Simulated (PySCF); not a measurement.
Ligand exchange on a metal centre used in film growth or etching (W Cl-OH). Gas-phase values, no solvent. One relaxed conformer stands for each flexible species; it need not be the lowest.

These are PBE-D3(BJ)/def2-TZVP // BP86-D3(BJ)/def2-SVP in PySCF values and carry that method's errors. 

```json
[
 {"species": "0 of 6 Cl replaced by OH ([W(Cl)6])", "LUMO (eV)": "-5.76", "HOMO (eV)": "-7.85", "mean distance from the central atom to its bonded neighbours (Å)": "2.323"},
 {"species": "1 of 6 Cl replaced by OH", "LUMO (eV)": "-5.49", "HOMO (eV)": "-7.49", "mean distance from the central atom to its bonded neighbours (Å)": "2.253"},
 {"species": "2 of 6 Cl replaced by OH ([W(Cl)4(OH)2])", "LUMO (eV)": "-5.19", "HOMO (eV)": "-7.13", "mean distance from the central atom to its bonded neighbours (Å)": "2.185"},
 {"species": "4 of 6 Cl replaced by OH ([W(Cl)2(OH)4])", "LUMO (eV)": "-4.48", "HOMO (eV)": "-6.82", "mean distance from the central atom to its bonded neighbours (Å)": "2.064"}
]
```
